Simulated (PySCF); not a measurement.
# Bonding in `O=Cc1cc(=O)cco1`

Compound: C₆H₄O₃.
SMILES with atom numbers: `[O:1]=[CH:2][c:3]1[cH:4][c:5](=[O:6])[cH:7][cH:8][o:9]1` (hydrogens: H10 on C2; H11 on C4; H12 on C7; H13 on C8)

Bond orders from the PBE0/pcSseg-1 density (PySCF). The structure is a single GFN2-xTB conformer in the gas phase; no vibrational or solvent corrections.

(1) How far do the computed orders between heavy atoms stray from the drawn ones?

(2) Give the Mayer order of every bond between heavy atoms, beside its length.

Results:

(1) The largest departure is 0.512, at O9–C3 (drawn aromatic, 0.988), counting aromatic bonds as 1.5. The bonds drawn aromatic range from 0.99 to 1.69.

(2) 
| bond | drawn as | length (Å) | Mayer order |
| --- | --- | --- | --- |
| O1–C2 | double | 1.199 | 2.040 |
| C2–C3 | single | 1.481 | 0.988 |
| C3–C4 | aromatic | 1.351 | 1.541 |
| C4–C5 | aromatic | 1.467 | 1.055 |
| C5–O6 | double | 1.215 | 1.909 |
| C5–C7 | aromatic | 1.465 | 1.081 |
| C7–C8 | aromatic | 1.341 | 1.690 |
| C8–O9 | aromatic | 1.341 | 1.054 |
| O9–C3 | aromatic | 1.352 | 0.988 |

Bonds between the same two heavy elements. C–O: lowest O9–C3 (0.988, 1.352 Å), highest O1–C2 (2.040, 1.199 Å). C–C: lowest C2–C3 (0.988, 1.481 Å), highest C7–C8 (1.690, 1.341 Å).

Q: And the bonds to hydrogen?

A: C–H: 0.93 to 0.97 (4 bonds).

Q: Sum the orders of all bonds at each heavy atom with more than one neighbour and set the sums beside the valence in the SMILES.

A: C2 3.961 (drawn 4), C3 3.517 (drawn 4), C4 3.547 (drawn 4), C5 4.045 (drawn 4), C7 3.717 (drawn 4), C8 3.710 (drawn 4), O9 2.042 (drawn 2). Orders between atoms that aren't bonded are not in these sums.

The Mayer order sums products of elements of PS (density times overlap matrix) between the two atoms' basis functions, so it depends on the basis set.

These values come from a run that also computed NMR shieldings. Hardware: one thread, Arm Neoverse V2 (shared host). Cost: 22 s wall (with the writing of density and orbital grids).

Shape of the structure used: `[O:1]=[CH:2][c:3]1[cH:4][c:5](=[O:6])[cH:7][cH:8][o:9]1`: O1–C2–C3–C4 0°.
